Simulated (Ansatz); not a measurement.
Job for Ansatz (an electronic-structure program): U-CCSD(T)/cc-pVDZ on AsH3 (SMILES [AsH3]), a point of a bond scan (R = 3.050 Å). The run froze 14 orbitals, filled d shells among them.

Ansatz 0.2 input:
```yaml
crystal:
  periodic: [false, false, false]
  atoms:
    - {symbol: As, position_ang: [0.00042674, 0.00037277, 0.07075147]}
    - {symbol: H, position_ang: [-0.56322580, 2.46431241, -1.63697485]}
    - {symbol: H, position_ang: [-0.93712035, -0.86192286, -0.76812259]}
    - {symbol: H, position_ang: [1.20443737, -0.38272110, -0.78356432]}
basis:
  gaussian:
    orbitals: cc-pVDZ
correlation: {method: ccsd_t, electrons: outside_noble_gas}
scf: {omitted_lower_state_checks: [cluster_reference]}
magnetization: {spin_polarized: true, initial_magnetization: 0}
```

Output:

```
WARN ansatz: RAYON_NUM_THREADS=2 ignored (pool sized by the plan → 2); use --threads N
Functional definition: HF
these checks for a lower state are left out or cut short: cluster_reference
integrals: 0.02 GiB planned
462 factors; integrals over basis functions are off by at most 6.1e-4 eV
mean field: 0.10 GiB planned
mean field evaluation 1: about -60836.9288 eV, gradient 5.7e0 eV
mean field evaluation 2: about -60836.9285 eV, gradient 5.7e0 eV
mean field evaluation 4: about -60837.3102 eV, gradient 8.8e-1 eV
mean field evaluation 8: about -60837.3185 eV, gradient 2.1e-6 eV
mean field evaluation 16: about -60839.5488 eV, gradient 1.1e-2 eV
mean field evaluation 32: about -60839.5457 eV, gradient 2.8e-6 eV
mean field -60839.54568255 eV, -2235.8120653086 hartree, gradient 1.5e-6 eV, S^2 0.957600; 4 other end points of the search recorded, 0 dependent functions left out
14 core orbitals not correlated
reference -60839.54568255 eV, -2235.8120653086 hartree; 4, 4 occupied and 24, 24 virtual orbitals, 462 factors
second order -2.70242214 eV of doubles, -0.00000000 eV of singles
coupled cluster: 0.07 GiB planned
cycle   1  -3.18489930 eV  change   -4.8e-1 eV  update   5.4e-2
cycle   2  -3.36639292 eV  change   -1.8e-1 eV  update   2.2e-2
cycle   3  -3.37876315 eV  change   -1.2e-2 eV  update   9.3e-3
cycle   4  -3.38217206 eV  change   -3.4e-3 eV  update   6.9e-3
cycle   5  -3.38654041 eV  change   -4.4e-3 eV  update   6.0e-3
cycle   6  -3.39832497 eV  change   -1.2e-2 eV  update   5.1e-3
cycle   7  -3.41075935 eV  change   -1.2e-2 eV  update   3.2e-3
cycle   8  -3.41296572 eV  change   -2.2e-3 eV  update   1.4e-3
cycle   9  -3.41380884 eV  change   -8.4e-4 eV  update   8.3e-4
cycle  10  -3.41431933 eV  change   -5.1e-4 eV  update   5.2e-4
cycle  11  -3.41444203 eV  change   -1.2e-4 eV  update   3.1e-4
cycle  12  -3.41441157 eV  change    3.0e-5 eV  update   1.4e-4
cycle  13  -3.41441844 eV  change   -6.9e-6 eV  update   5.0e-5
cycle  14  -3.41445798 eV  change   -4.0e-5 eV  update   2.0e-5
cycle  15  -3.41446557 eV  change   -7.6e-6 eV  update   8.9e-6
coupled cluster: 0.07 GiB planned
perturbative correction -0.09256097 eV, -0.0034015529 hartree
Total energy: -60843.05270909 eV, -2235.9409461569 hartree
Checks for a lower state left out: cluster_reference
```

The run converged. Its determinant has ⟨S²⟩ = 0.96, a mixture of spin states.

Cost: very roughly 3 core-seconds.
